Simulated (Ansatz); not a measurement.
Geometry optimisation, RKS PBE0/def2-SVP (Ansatz 0.2.0).

Input file:

```yaml
crystal:
  periodic: [false, false, false]
  atoms:
    - { symbol: C, position_ang: [-0.92297, 1.15688, -0.04363] }
    - { symbol: C, position_ang: [0.32981, 0.79639, -0.22798] }
    - { symbol: In, position_ang: [0.85661, -1.33171, 0.08634] }
    - { symbol: F, position_ang: [2.76787, -1.66617, -0.25714] }
    - { symbol: H, position_ang: [-1.67881, 0.43519, 0.24714] }
    - { symbol: H, position_ang: [-1.26319, 2.17717, -0.16984] }
    - { symbol: H, position_ang: [1.11032, 1.48549, -0.51649] }
    - { symbol: H, position_ang: [0.04426, -2.79472, 0.5472] }
basis:
  gaussian: { orbitals: def2-SVP }
hamiltonian:
  xc: pbe0
relax:
  f_tol: 0.015
  max_steps: 40
```

Command:

```bash
$ ansatz run input.yaml --threads 1 --pin off --max-ram 2048MiB --backend cpu --events-out ev --progress --plain --runs-dir out
```

Problem. Where does it end, and by what steps?

Solution. The forces met the threshold. After 6 steps the energy has fallen by 0.089 eV; H5 moved furthest, 0.10 Å.

```
step  energy less start (eV)  largest force component (eV/Å)  accepted
   0                  0.0000                           1.858       yes
   1                 -0.0639                           0.372       yes
   2                 -0.0861                           0.126       yes
   3                 -0.0876                           0.125       yes
   4                 -0.0887                           0.067       yes
   5                 -0.0893                           0.026       yes
   6                 -0.0894                           0.012       yes
```

```xyz
8
Properties=species:S:1:pos:R:3
C -0.935 1.149 -0.038
C 0.319 0.711 -0.206
In 0.875 -1.324 0.079
F 2.794 -1.629 -0.266
H -1.760 0.489 0.259
H -1.209 2.201 -0.190
H 1.094 1.427 -0.506
H 0.066 -2.767 0.534
```

Whether the end is a true minimum wasn't checked by a vibrational analysis.

Time of the run: 36 s on 1 thread of Arm Neoverse V1, with other jobs on the host, peak memory 0.18 GiB.
